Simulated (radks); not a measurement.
Question: The mean radii <r> (bohr) of the occupied orbitals of an atom or ion are listed with their occupations. All-electron calculation, scalar-relativistic Kohn-Sham, PBEsol, spin-unpolarised, spherical densities, point nucleus. Program: a radial shooting solver on a logarithmic mesh with Libxc functionals.

orbital  occ.      <r>
1s          2  0.04277
2s          2   0.1897
2p          6   0.1655
3s          2   0.5518
3p          6   0.5644
3d         10   0.5901
4s          2    1.633
4p          4    1.958

Name the element and its charge.

Answer: Z = 35, bromine, charge +1: Br+ in [Ar] 3d10 4s2 4p4. The 1s radius gives Z: for a bare nucleus <r> = (2 gamma + 1)/(2Z) with gamma = sqrt(1 - (Z/c)^2), 0.04191 bohr for Z = 35, and screening makes it slightly larger (0.04277 here). The occupations add up to 34, and the charge is Z minus that.
